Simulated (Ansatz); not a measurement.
(1) Predict a relaxed structure of [5.6]paracyclophane (C23H30), charge 0, singlet, at PBE-D4/def2-SVP (Ansatz).

Results:

(1) 
Cartesian coordinates in Å:
```
C -2.558 0.690 0.127
C -2.672 -0.384 -0.768
C -2.611 -1.718 -0.322
C -2.421 -1.938 1.057
C -2.299 -0.867 1.950
C -2.367 0.469 1.505
C -2.218 1.619 2.475
C -0.773 2.126 2.656
C -0.159 2.763 1.402
C 1.134 3.544 1.682
C 2.381 2.714 2.046
C 3.276 2.306 0.856
C 2.726 1.264 -0.094
C 2.934 -0.109 0.148
C 2.505 -1.081 -0.765
C 1.839 -0.723 -1.955
C 1.594 0.647 -2.176
C 2.034 1.621 -1.269
C 1.410 -1.766 -2.964
C -0.005 -2.335 -2.738
C -0.154 -3.135 -1.442
C -1.513 -3.826 -1.273
C -2.726 -2.875 -1.291
H -2.628 1.722 -0.251
H -2.824 -0.182 -1.841
H -2.375 -2.970 1.442
H -2.159 -1.069 3.025
H -2.852 2.468 2.138
H -2.612 1.309 3.466
H -0.774 2.877 3.477
H -0.136 1.286 3.011
H 0.012 1.989 0.625
H -0.903 3.469 0.969
H 1.377 4.181 0.802
H 0.926 4.258 2.509
H 3.015 3.311 2.736
H 2.090 1.807 2.621
H 3.528 3.223 0.281
H 4.237 1.927 1.265
H 3.475 -0.420 1.056
H 2.717 -2.144 -0.565
H 1.074 0.959 -3.097
H 1.861 2.686 -1.491
H 2.139 -2.605 -2.953
H 1.459 -1.323 -3.981
H -0.267 -2.982 -3.605
H -0.732 -1.494 -2.749
H 0.025 -2.464 -0.575
H 0.646 -3.908 -1.400
H -1.652 -4.589 -2.070
H -1.506 -4.392 -0.316
H -2.876 -2.473 -2.315
H -3.641 -3.465 -1.062
```
 This is one stationary point.

Single mean-field runs in def2-SVP are fitted with def2-universal-jkfit.
